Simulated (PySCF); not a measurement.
A side-by-side comparison of computed properties.

First species: C₆H₉F₃.
Geometry (GFN2-xTB, Å), atoms numbered from 1 in this order:
```xyz
18
C6H9F3 angstrom
C     -1.3956    1.3943   -0.0251
C     -0.6962    0.0616    0.2337
C     -1.4715   -1.0827   -0.4208
F     -1.0029   -2.2923    0.0295
C      0.7246    0.1048   -0.2908
C      1.8711    0.4830    0.6023
F      2.8397    1.2892    0.0972
C      1.7439   -0.9270    0.1031
F      2.6003   -1.3664   -0.8528
H     -2.3885    1.3996    0.4167
H     -1.4924    1.5714   -1.0935
H     -0.8193    2.2075    0.4080
H     -0.6700   -0.1338    1.3113
H     -2.5328   -1.0414   -0.1569
H     -1.3545   -1.0809   -1.5086
H      0.8198    0.4523   -1.3135
H      1.7167    0.6913    1.6548
H      1.4990   -1.7242    0.7938
```

Second species: C5H4FN.
Structure used (GFN2-xTB), in Å, numbered top down from 1:
```xyz
11
C5H4FN angstrom
C      2.2711   -0.5650    0.1104
C      0.9149   -0.0774    0.1099
C     -0.2074    0.3437    0.1400
C     -1.5815    0.8212    0.0975
F     -1.9272    1.2406   -1.1764
C     -2.4646   -0.2592    0.5217
N     -3.1333   -1.1186    0.8629
H      2.3897   -1.3191   -0.6665
H      2.9616    0.2558   -0.0791
H      2.5019   -1.0107    1.0773
H     -1.7199    1.6912    0.7611
```

Levels: PBE0/pcSseg-1 for dipole moment, HOMO energy, LUMO energy and HOMO–LUMO gap; GFN2-xTB for rotational constant A and rotational constant C. Geometries: GFN2-xTB. Each structure is a single optimised conformer of the isolated species, non-relativistic unless stated. Electronic properties by PySCF.

The conformers computed, where there is a choice (atom-mapped SMILES and torsion angles):
- `[CH3:1][C@@H:2]([CH2:3][F:4])[C@H:5]1[C@H:6]([F:7])[C@@H:8]1[F:9]`: C1–C2–C3–F4 -168°, C1–C2–C5–C6 94°

```
             property   column X   column Y
        dipole moment     4.27 D     3.45 D
          HOMO energy   -8.36 eV   -7.97 eV
          LUMO energy   -0.86 eV    1.12 eV
        HOMO–LUMO gap    7.50 eV    9.09 eV
rotational constant A  4.732 GHz  2.135 GHz
rotational constant C  1.183 GHz  0.800 GHz
```

Problem. Which column belongs to which species?

Solution. Column X is the second species and column Y the first. The first has 18 atoms and 72 electrons, the second 11 and 50.

Problem. How does each property change from the first species to the second?

Solution. dipole moment +0.82 D; HOMO energy -0.39 eV; LUMO energy -1.98 eV; HOMO–LUMO gap -1.59 eV; rotational constant A +2.597 GHz; rotational constant C +0.383 GHz.

On the first: The dipole matches unit charges of opposite sign 0.72 Å apart (1 e·Å = 4.8032 D).

On the second: The dipole matches unit charges of opposite sign 0.89 Å apart (1 e·Å = 4.8032 D).
